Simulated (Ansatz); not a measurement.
Input and output for CH$_{3}$NSSi (`N=C1[SiH2]S1`).

```yaml
crystal:
  periodic: [false, false, false]
  atoms:
    - {symbol: N, position_ang: [-1.546987, 0.664943, -0.806510]}
    - {symbol: C, position_ang: [-0.585543, 0.080634, -0.262909]}
    - {symbol: Si, position_ang: [1.108522, 0.045324, 0.402626]}
    - {symbol: S, position_ang: [-0.237649, -1.598010, 0.365084]}
    - {symbol: H, position_ang: [-2.361060, 0.065266, -0.945087]}
    - {symbol: H, position_ang: [2.271598, 0.010310, -0.510363]}
    - {symbol: H, position_ang: [1.412320, 0.663532, 1.711459]}
basis:
  gaussian: {orbitals: 6-31G}
hamiltonian: {xc: {name: revPBE0}, dispersion: d3bjatm}
output: {forces: true}
```

```sh
$ ansatz run in.yaml --threads 2 --pin off --events-out ev --progress --plain --max-ram 4352MiB
```

Output, abridged:

```
Functional definition: revPBE0
635 factors; integrals over basis functions are off by at most 2.1e-4 eV
mean field evaluation 1: about -21275.2664 eV, gradient 4.1e1 eV
mean field evaluation 2: about -21265.0786 eV, gradient 7.5e1 eV
mean field evaluation 4: about -21279.1980 eV, gradient 4.3e0 eV
mean field evaluation 8: about -21279.4010 eV, gradient 4.7e-1 eV
mean field evaluation 16: about -21279.4017 eV, gradient 5.2e-6 eV
mean field -21279.40165407 eV, -782.0035870907 hartree, gradient 5.3e-6 eV, S^2 0.000000; 0 other end points of the search recorded, 0 dependent functions left out
reference -21279.40168380 eV, -782.0035881833 hartree; 23, 23 occupied and 27, 27 virtual orbitals, 635 factors
Total energy: -21279.78319557 eV, -782.0176084822 hartree
Atom 0 at    -1.546987     0.664943    -0.806510 Å, force    -0.465305     0.538994    -0.338450 eV/Å
Atom 1 at    -0.585543     0.080634    -0.262909 Å, force    -0.225177     0.687303    -0.289204 eV/Å
Atom 2 at     1.108522     0.045324     0.402626 Å, force     1.966731     1.741701     0.248605 eV/Å
Atom 3 at    -0.237649    -1.598010     0.365084 Å, force    -1.026011    -3.069412     0.505555 eV/Å
Atom 4 at    -2.361060     0.065266    -0.945087 Å, force    -0.459122     0.040247    -0.189340 eV/Å
Atom 5 at     2.271598     0.010310    -0.510363 Å, force     0.194375    -0.037739    -0.201160 eV/Å
Atom 6 at     1.412320     0.663532     1.711459 Å, force     0.014510     0.098905     0.263994 eV/Å
Dipole moment:     0.298322     0.007600     0.113131 e Å
```

Run time 1.1 s (2 threads of an Arm Neoverse V2 on a shared host); peak host memory 0.1 GiB.
